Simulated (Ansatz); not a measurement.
Conformers of CH$_{8}$O$_{2}$Si$_{2}$, SMILES `CO[SiH2][SiH2]O`, each relaxed with PBE0-D4/def2-TZVP in Ansatz. CBS adds the triple-zeta coupled-cluster correction to the MP2 limit.

Not all of them had a frequency check.

Conformer A:

```xyz
13

C    -0.284   -2.558   -0.506
O    -0.504   -1.168   -0.453
Si    0.536   -0.135    0.304
Si   -0.394    1.995    0.027
O     0.645    3.039    0.783
H    -0.256   -2.998    0.499
H     0.658   -2.795   -1.015
H    -1.104   -3.016   -1.062
H     0.676   -0.498    1.746
H     1.899   -0.232   -0.299
H    -1.760    2.065    0.623
H    -0.539    2.331   -1.420
H     0.426    3.971    0.774
```

Conformer B:

```xyz
13

C     1.563   -1.132    1.185
O     0.691   -0.547    0.241
Si   -0.515    0.511    0.669
Si   -1.402    0.947   -1.467
O    -0.426    0.091   -2.489
H     2.258   -1.785    0.654
H     1.010   -1.732    1.917
H     2.138   -0.369    1.719
H     0.067    1.692    1.374
H    -1.451   -0.142    1.632
H    -2.815    0.493   -1.591
H    -1.367    2.393   -1.813
H     0.249   -0.419   -2.031
```

Conformer C:

Cartesian coordinates in Å:
```
C -2.008 0.555 -1.539
O -1.269 0.126 -0.419
Si 0.372 0.252 -0.336
Si 1.014 -0.569 1.769
O 2.662 -0.683 1.884
H -3.068 0.396 -1.333
H -1.848 1.621 -1.740
H -1.738 -0.013 -2.437
H 1.016 -0.540 -1.433
H 0.797 1.670 -0.548
H 0.360 -1.891 1.995
H 0.604 0.355 2.855
H 3.106 -1.280 1.280
```

**Question.** Which is lowest in electronic energy at CCSD(T)/CBS (frozen core, def2 sets), and by how much? (Estimate.)

**Answer.** The calculation gave: B; A lies 2.0 kJ/mol higher, C lies 3.8 kJ/mol higher. Gaps under about 2 kJ/mol don't settle the order.

**Question.** Give the energies relative to B (kJ/mol) with PBE-D4/def2-TZVPP, PBE0-D4/def2-TZVPP, B3LYP-D4/def2-TZVPP, r2SCAN/def2-TZVPP, B3LYP/def2-TZVPP, MP2/def2-QZVPP, CCSD/CBS(def2). (Best estimate.)

**Answer.** Ansatz gave: 
```
              level    A    C
  PBE-D4/def2-TZVPP  4.5  4.8
 PBE0-D4/def2-TZVPP  3.0  4.2
B3LYP-D4/def2-TZVPP  2.3  3.9
  r2SCAN/def2-TZVPP  3.6  4.2
   B3LYP/def2-TZVPP  0.3  1.8
     MP2/def2-QZVPP  1.8  3.9
     CCSD/CBS(def2)  0.7  2.8
```

B3LYP here is the variant with VWN-RPA as its local correlation; programs differ in this.
